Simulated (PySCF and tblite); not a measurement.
Values are calculated unless marked as measured or tabulated.
C6H10O, numbered as in [O:1]=[C:2]1[CH2:3][CH2:4][CH2:5][CH2:6][CH2:7]1.

Classical Langevin dynamics with GFN2-xTB (tblite), gas phase: time step 0.5 fs, H mass 1.008 u, friction 0.001 fs⁻¹, 400 steps to settle and 5000 to sample, one trajectory a temperature from the lowest conformer.

GIAO shieldings at BP86/pcSseg-1 (PySCF) on 6 frames a temperature; like atoms are averaged, and of two unlike H on one atom a is the less shielded at the minimum.

Question: How far do thermal motions move the shieldings from their values at the minimum?

Answer: 
```tsv
signal	σ at minimum (ppm)	Δσ, 350 K
O1	-331.7	-8.4 ± 12.8
C2	-29.8	1.1 ± 3.1
C3/C7	134.6	-1.2 ± 1.4
C4/C6	147.2	1.8 ± 1.6
C5	150.4	-0.9 ± 1.5
H3/H7	29.37	-0.25 ± 0.15
H4/H6	29.71	-0.05 ± 0.24
H5	29.96	-0.23 ± 0.29
```

Errors are standard errors over frames. Zero-point motion is missing, and a reference compound would move too.

Question: What do the single frames at 350 K give for C2?

Answer: 
| t (fs) | V above the minimum, tight binding (kcal/mol) | E above it, DFT (kcal/mol) | torsions (°) | σ (ppm) |
| --- | --- | --- | --- | --- |
| 408 | 12.2 | 11.1 | none | -31.6 |
| 825 | 9.8 | 7.6 | none | -34.5 |
| 1242 | 13.7 | 13.0 | none | -34.5 |
| 1658 | 11.9 | 10.6 | none | -33.6 |
| 2075 | 14.0 | 13.3 | none | -22.0 |
| 2492 | 12.2 | 12.5 | none | -16.3 |

Changes within two standard errors are not significant.
